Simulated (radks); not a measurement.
Coulomb parameter of the 4f shell of the promethium ion Pm2+ in the model configuration [Xe] 4f3.5 5d1.5, as a second difference U = [E(n + 0.25) + E(n - 0.25) - 2 E(n)] / (0.25)^2 with all orbitals relaxed. "Bare": the charge of the atom changes with n. "Screened": the 5d shell takes up the change at fixed total charge, which measures U(4f,4f) + U(5d,5d) - 2 U(4f,5d). Method: scalar-relativistic Kohn-Sham, PBE, spin-unpolarised, spherical densities, finite nucleus; Fermi nuclear charge, rms radius 4.962 fm; computed with a radial shooting solver on a logarithmic mesh with Libxc functionals.

case	configuration	E - E(n) (eV)
start	[Xe] 4f3.5 5d1.5	0.000
bare +0.25	[Xe] 4f3.75 5d1.5	-5.482
bare -0.25	[Xe] 4f3.25 5d1.5	6.537
screened +0.25	[Xe] 4f3.75 5d1.25	-1.882
screened -0.25	[Xe] 4f3.25 5d1.75	2.198

U(bare) = 16.877 eV, U(screened by 5d) = 5.057 eV, against the Slater integral F0(4f,4f) = 27.529 eV with frozen orbitals.
